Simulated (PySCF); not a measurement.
Isomers of C4H12GeO. Theory: PBE0-D3(BJ)/def2-SVP geometry optimisation, gas phase in PySCF 2.14.0. One conformer each; no zero-point energy, no entropy. No frequencies were run at this level. Point groups hold within 0.08 Å.

**Question.** Order them by energy at this level, lowest first, and give relative energies in kcal/mol.
A. Ge(OMe)Me3 (`C[O][Ge]([CH3])([CH3])[CH3]`)
B. `[CH3:1][CH2:2][C@@H:3]([CH3:4])[O:5][GeH3:6]` with C1–C2–C3–C4 178°, C2–C3–O5–Ge6 157°

**Answer.** A (0.0), B (14.3).

```csv
SMILES,E (Eh),E rel (kcal/mol),dipole (D),point group,"A, B, C (MHz)"
C[O][Ge]([CH3])([CH3])[CH3],-2310.94537,0.0,1.58,near Cs,"2834, 1870, 1868"
CC[C@@H](C)[O][GeH3],-2310.92252,14.3,1.06,C1,"3793, 1163, 940.3"
```

**Question.** How do the relative energies change in single points at PBE0/def2-SVPD (no added dispersion term) on the same geometries?

**Answer.** 
| SMILES | PBE0-D3(BJ)/def2-SVP (kcal/mol) | PBE0/def2-SVPD (kcal/mol) | shift |
| --- | --- | --- | --- |
| C[O][Ge]([CH3])([CH3])[CH3] | 0.0 | 0.0 | 0.0 |
| CC[C@@H](C)[O][GeH3] | 14.3 | 15.5 | +1.2 |

Each column counts from its own lowest isomer. The order is unchanged; the largest shift is 1.2 kcal/mol.
